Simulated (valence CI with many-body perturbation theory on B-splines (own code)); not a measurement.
**E1 line list for Xe VI**

Calculated by valence CI with perturbative core correlation (CI+MBPT): three valence electrons over a frozen Dirac-Fock core [Kr] 4d10, radial functions for each j: 11 s, 11 p, 9 d, 7 f, 5 g, 2 h, 1 i, with the one-electron correlation potential Σ1, the two-electron term Σ2, the three-electron term Σ3, Breit, model QED; selected CI, second order for the rest, scaled by the run's own slope (own B-spline code, finite nucleus).

Against 16 measured levels this calculation errs by 304 cm⁻¹ on average and by 782 at most. These come from a selection out of Saloman, J. Phys. Chem. Ref. Data 33, 765 (2004). Levels without a partner in it may be off by more, other configurations by several thousand cm⁻¹.

Lines 51 to 100 of 234 in falling wavelength, among levels below 329960 cm⁻¹, chosen from the strongest by gf and those to the six lowest levels. Wavelengths and rates use the calculated energies, so an error of 300 cm⁻¹ moves a line at 801.4 Å by 0.24 % and its rate by three times that or more. Electric multipoles are in the length gauge, E1 and E2 with the static RPA response of the core. Weak lines are less certain than strong ones. Lines between different terms over intervals too small for the method are left out, as are lines whose strength nearly cancels. Where a level lies close to another of its J and parity, the split of strength between their lines is uncertain. The highest levels of a list are the least certain.

Names give the largest LS component (configuration and term), which can be under half, so a name can repeat, a term be missing and a line seem to break the LS rules; names also repeat where a configuration has a term twice. Letters in brackets count levels of one name in rising energy.

```
λ vac (Å)  λ from measured levels                 Upper           Lower   A (s⁻¹)  S (a.u.)
    865.9                           4f.5s.5p 2D_5/2 [a]  4f.5s2 2F°_7/2  1.03e+08  1.98e-01
    863.4                           4f.5s.5p 2D_5/2 [a]  4f.5s2 2F°_5/2  2.35e+08  4.47e-01
    861.0                                   5p3 2D°_5/2   5s.5p2 2D_3/2  1.35e+08  2.55e-01
    847.4                          5s.5p.5d 2F°_7/2 [a]   5s2.5d 2D_5/2  8.75e+07  2.10e-01
    802.0                                   5p3 2P°_3/2   5s.5p2 2P_1/2  2.21e+08  2.25e-01
    801.8                          5s.5p.5d 2P°_3/2 [a]   5s2.5d 2D_5/2  4.13e+08  4.21e-01
    801.4                   800.8         5s.5p2 2D_3/2  5s2.5p 2P°_1/2  1.16e+09  1.18e+00
    800.0                              5s.5p.5d 4D°_5/2   5s.5p2 2P_3/2  1.44e+08  2.19e-01
    795.6                               5p3 4S°_3/2 [a]   5s.5p2 4P_5/2  2.02e+09  2.00e+00
    790.2                   792.2         5s.5p2 2P_1/2  5s2.5p 2P°_3/2  2.02e+08  9.85e-02
    788.5                          5s.5p.5d 2P°_3/2 [a]   5s2.5d 2D_3/2  4.10e+08  3.97e-01
    760.0                           4f.5s.5p 2F_5/2 [b]  4f.5s2 2F°_7/2  2.86e+08  3.72e-01
    758.1                           4f.5s.5p 2F_5/2 [b]  4f.5s2 2F°_5/2  5.70e+09  7.35e+00
    758.1                           4f.5s.5p 2F_7/2 [c]  4f.5s2 2F°_7/2  5.55e+09  9.55e+00
    756.2                           4f.5s.5p 2F_7/2 [c]  4f.5s2 2F°_5/2  5.90e+08  1.01e+00
    755.3                          5s.5p.5d 2F°_7/2 [b]   5s2.5d 2D_5/2  1.79e+09  3.05e+00
    754.5                               5p3 4S°_3/2 [a]   5s.5p2 4P_3/2  9.92e+08  8.41e-01
    753.7                          5s.5p.5d 2D°_5/2 [a]   5s.5p2 2P_3/2  2.16e+08  2.74e-01
    750.4                               5p3 4S°_3/2 [b]   5s.5p2 4P_5/2  2.12e+09  1.77e+00
    747.6                           4f.5s.5p 2G_9/2 [b]  4f.5s2 2F°_7/2  4.32e+09  8.92e+00
    746.4                                   5p3 2D°_5/2   5s.5p2 4P_5/2  1.76e+08  2.16e-01
    743.2                              5s.5p.5d 4F°_3/2   5s.5p2 2D_3/2  1.91e+08  1.55e-01
    742.2                           4f.5s.5p 2G_7/2 [b]  4f.5s2 2F°_7/2  4.58e+08  7.40e-01
    740.4                           4f.5s.5p 2G_7/2 [b]  4f.5s2 2F°_5/2  3.66e+09  5.86e+00
    737.2                          5s.5p.5d 2F°_5/2 [b]   5s2.5d 2D_3/2  1.58e+09  1.87e+00
    736.5                                   5p3 2P°_1/2   5s.5p2 2D_3/2  2.37e+09  9.33e-01
    726.3                              5s.5p.5d 4F°_5/2   5s.5p2 2D_3/2  5.50e+04  6.24e-05
    726.1                                   5p3 2P°_3/2   5s.5p2 2D_5/2  1.04e+09  7.87e-01
    719.7                           4f.5s.5p 2D_3/2 [b]  4f.5s2 2F°_5/2  5.96e+09  4.38e+00
    719.1                           4f.5s.5p 2D_5/2 [b]  4f.5s2 2F°_7/2  5.50e+09  6.05e+00
    717.4                           4f.5s.5p 2D_5/2 [b]  4f.5s2 2F°_5/2  3.53e+08  3.86e-01
    717.1                          5s.5p.6s 4P°_3/2 [a]   5s2.5d 2D_5/2  9.55e+08  6.95e-01
    713.7                               5p3 4S°_3/2 [b]   5s.5p2 4P_3/2  2.43e+09  1.74e+00
    712.6                               5p3 4S°_3/2 [a]   5s.5p2 4P_1/2  9.83e+08  7.02e-01
    711.3                   714.2        5s2.6p 2P°_1/2   5s.5p2 2D_3/2  2.07e+09  7.37e-01
    710.1                                   5p3 2D°_5/2   5s.5p2 4P_3/2  8.85e+06  9.39e-03
    709.0                          5s.5p.6s 4P°_3/2 [b]   5s2.5d 2D_5/2  2.80e+08  1.97e-01
    706.5                          5s.5p.6s 4P°_3/2 [a]   5s2.5d 2D_3/2  1.30e+09  9.04e-01
    706.3                   708.8        5s2.6p 2P°_3/2   5s.5p2 2D_5/2  2.11e+09  1.47e+00
    704.5                          5s.5p.5d 2D°_5/2 [b]   5s2.5d 2D_5/2  4.79e+09  4.96e+00
    704.0                                   5p3 2P°_3/2   5s.5p2 2D_3/2  1.61e+08  1.11e-01
    703.5                   705.0         5s.5p2 2P_1/2  5s2.5p 2P°_1/2  8.13e+09  2.79e+00
    701.5                          5s.5p.5d 2P°_1/2 [b]   5s2.5d 2D_3/2  5.42e+09  1.85e+00
    701.4                   702.3         5s.5p2 2S_1/2  5s2.5p 2P°_3/2  5.91e+09  2.01e+00
    698.6                          5s.5p.6s 4P°_3/2 [b]   5s2.5d 2D_3/2  2.86e+09  1.93e+00
    697.5                          5s.5p.5d 2P°_3/2 [b]   5s2.5d 2D_5/2  4.74e+09  3.18e+00
    696.3                              5s.5p.5d 2D°_3/2   5s.5p2 2P_1/2  7.07e+08  4.71e-01
    694.6                   696.8         5s.5p2 2P_3/2  5s2.5p 2P°_3/2  8.92e+09  5.90e+00
    694.3                          5s.5p.5d 2D°_5/2 [b]   5s2.5d 2D_3/2  1.92e+08  1.90e-01
    691.2                              5s.5p.5d 4P°_5/2   5s.5p2 2D_5/2  6.78e+08  6.63e-01
```
